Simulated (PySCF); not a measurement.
Below is a simulated gas-phase C 1s photoelectron spectrum of `C[Si@H]1CCCN1`.

Every computed line was given a Gaussian of 1.0 eV full width at half maximum and an area set by the number of equivalent atoms; the highest printed point is 100. The calculation used delta-SCF UKS SCAN, pcX-2 on the ionised atom, pcseg-1 elsewhere, spin-free X2C (PySCF 2.14.0).

binding energy (eV), intensity and a bar:
```
    288.3          0 
    288.4          0 
    288.5          1 
    288.6          2 
    288.7          3 #
    288.8          5 ##
    288.9          9 ###
    289.0         14 ####
    289.1         22 ######
    289.2         31 #########
    289.3         43 #############
    289.4         55 #################
    289.5         68 ####################
    289.6         80 ########################
    289.7         90 ###########################
    289.8         97 #############################
    289.9        100 ##############################
    290.0        100 ##############################
    290.1         97 #############################
    290.2         92 ############################
    290.3         86 ##########################
    290.4         80 ########################
    290.5         75 ######################
    290.6         70 #####################
    290.7         66 ####################
    290.8         63 ###################
    290.9         60 ##################
    291.0         58 #################
    291.1         55 #################
    291.2         52 ################
    291.3         47 ##############
    291.4         42 #############
    291.5         36 ###########
    291.6         29 #########
    291.7         22 #######
    291.8         16 #####
    291.9         11 ###
    292.0          8 ##
    292.1          5 #
    292.2          3 #
    292.3          2 
    292.4          1 
    292.5          0 
    292.6          0 
    292.7          0
```

Problem. How many maxima does the curve show, and how many computed lines lie under it?

Solution. The curve has 1 maximum (at 289.9 eV). Under it lie 4 lines from 4 inequivalent carbon sites. At this width some lines have no maximum of their own.

Problem. Decompose the envelope and assign each component. Numbering: `[CH3:1][Si@H:2]1[CH2:3][CH2:4][CH2:5][NH:6]1`.

Solution. 
```csv
position (eV),relative area,line,atoms,environment
289.78,1,C 1s,C3,sp3 carbon bound to silicon
289.83,1,C 1s,C1,Si-methyl carbon
290.46,1,C 1s,C4,ring CH2 carbon
291.21,1,C 1s,C5,sp3 carbon bound to nitrogen
```

Problem. What are the centre and the root-mean-square width of the whole band?

Solution. The area-weighted mean of the lines is 290.32 eV. Their own spread about it is 0.58 eV (rms) and each Gaussian has σ = 1.0/2.355 = 0.42 eV; the variances add, which gives 0.72 eV.

The listed C 1s values span 1.43 eV, from C3 (bonded to C, 2 H and Si) to C5 (bonded to N, C and 2 H). Summing the Pauling electronegativity differences to the bonded atoms, each weighted by its formal bond order, gives -1.35 for the lowest site and -0.21 for the highest; no listed site has a larger sum than the highest. The smallest sum, -1.70, belongs to C1, 0.05 eV above the lowest.

No satellites, vibrations or lifetime broadening are included. Geometry: PBE0-D3(BJ)/def2-SVP, one conformer, isolated molecule.

Time: 70 s wall. Hardware: one thread, Arm Neoverse V2, no GPU (shared host).
